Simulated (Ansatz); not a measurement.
Species: C4H12OSi (charge 0, singlet). 
Coordinates optimised at B3LYP-D3(BJ)/def2-TZVP (Ansatz, a first-principles code):
SMILES: C[Si](C)(C)CO
```xyz
18

C     -0.8130    -1.0153     1.4460
Si    -0.0873    -0.3653    -0.1560
C     -1.4445     0.2949    -1.2686
C      0.8873    -1.7125    -1.0329
C      1.1154     1.0459     0.2453
O      0.3839     2.0838     0.9164
H     -0.0364    -1.4309     2.0922
H     -1.5484    -1.8012     1.2588
H     -1.3081    -0.2108     1.9931
H     -2.1874    -0.4753    -1.4885
H     -1.9553     1.1320    -0.7893
H     -1.0393     0.6498    -2.2190
H      0.2403    -2.5549    -1.2890
H      1.6940    -2.0960    -0.4038
H      1.3319    -1.3447    -1.9606
H      1.5714     1.4212    -0.6810
H      1.9334     0.6702     0.8751
H      0.9839     2.8066     1.1257
```

Property: vertical ionisation energy (to the doublet state of charge +1; each state is the SCF solution reached for its spin), in eV. Cores are frozen in the correlated levels unless marked. UHF or UKS for open shells. No spin-orbit coupling. Non-relativistic. 

| level | program | vertical ionisation energy (eV) |
|---|---|---|
| r2SCAN/def2-TZVPD | Ansatz | 9.50 |
| B3LYP/def2-TZVPD | Ansatz | 9.82 |
| wB97X-V/def2-TZVPD | Ansatz | 10.15 |
| RI-MP2/aug-cc-pV(T+d)Z | Ansatz | 11.00 |
| CCSD/aug-cc-pV(D+d)Z | Ansatz | 10.22 |
| CCSD(T)/aug-cc-pV(D+d)Z | Ansatz | 10.19 |
